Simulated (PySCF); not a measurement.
H6O4SnTi, multiplicity 1. Atoms are numbered in the order given.

```xyz
12

O      0.1608    -0.4987    -0.6290
Ti    -1.5429    -0.5727    -0.1288
O     -2.0062    -2.2525     0.3265
H     -1.4927    -3.0655     0.2545
O     -2.5981     0.0432    -1.4558
H     -3.4227    -0.3396    -1.7787
O     -1.6793     0.5217     1.3162
H     -2.1359     1.3708     1.3488
Sn     1.6769     0.5918     0.1143
H      1.1863     2.2338     0.0377
H      3.0035     0.2558    -0.9223
H      1.9425     0.0425     1.7170
```

Geometry: B3LYP-D3(BJ)/def2-SVP. The multiplicity is an assumed one; other spin states were not compared. The def2 effective core potentials stand for the cores of Sn; spin–orbit coupling is left out. The values are those of a single conformer.

Level of theory: PySCF with PBE0/def2-TZVP.

Isolated molecule, no solvent.

Computed frontier levels, gap, dipole moment and polarisability:
* **highest occupied level**: -8.45 eV
* **lowest empty level**: -1.03 eV
* **orbital gap**: 7.42 eV
* **dipole moment**: 1.10 D
* **quadrupole, principal values (traceless, Buckingham form, about the centre of nuclear charge)**: -13.65, 5.88, 7.77 D·Å
* **mean static polarisability**: 87.0 bohr³ (12.89 Å³)
* **polarisability, principal values**: 76.0, 81.8, 103.1 bohr³
